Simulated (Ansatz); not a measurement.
Z-matrix (Å, degrees):
```
C
H 1 1.0966
H 1 1.0966 2 117.68
S 1 1.5854 2 121.16 3 -180.00
```
Charge +1, spin multiplicity 2.

All values below come from frozen-core CCSD(T)/def2-TZVPP // r2SCAN-D4/def2-TZVP (Ansatz, a first-principles code).

- HF energy = -436.25756 Ha
- MP2 correlation energy = -0.27979 Ha

Q: Estimate the CCSD correlation energy, the (T) correction, the total energy and the T1 diagnostic.

A: 
```json
{
 "CCSD correlation energy": "-0.31743 Ha",
 "(T) correction": "-0.01535 Ha",
 "CCSD(T) total energy": "-436.59034 Ha",
 "T1 diagnostic": "0.044"
}
```
